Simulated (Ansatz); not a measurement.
Ansatz (a program for electronic structure) input:

Ansatz 0.2 input:
```yaml
crystal:
  periodic: [false, false, false]
  atoms:
    - {symbol: C, position_ang: [-2.20232997, 0.36865996, 0.01102231]}
    - {symbol: C, position_ang: [-0.88935941, -0.26485235, 0.21857224]}
    - {symbol: O, position_ang: [0.12739174, 0.56792628, -0.39174387]}
    - {symbol: C, position_ang: [1.39105730, 0.16047673, -0.23473757]}
    - {symbol: O, position_ang: [1.74746086, -0.82177251, 0.35381159]}
    - {symbol: H, position_ang: [-3.10147462, -0.22141977, 0.10728324]}
    - {symbol: H, position_ang: [-2.27945651, 1.43958565, -0.10371999]}
    - {symbol: H, position_ang: [-0.63826483, -0.37796957, 1.28218443]}
    - {symbol: H, position_ang: [-0.83819859, -1.26671598, -0.21681845]}
    - {symbol: H, position_ang: [2.06236625, 0.87158363, -0.73461295]}
basis:
  gaussian:
    orbitals: def2-TZVP
hamiltonian:
  xc: b3lyp
  dispersion: d3bj
magnetization: {spin_polarized: true, initial_magnetization: 1}
phonons: {temperatures: {t_min: 298.15, t_max: 298.15, t_step: 100}}
```

**Question.** Which total energy does the run end on?

**Answer.** -267.83416 Eh (B3LYP-D3(BJ)/def2-TZVP). The basis has 185 functions.

It need not be the lowest isomer of its formula.
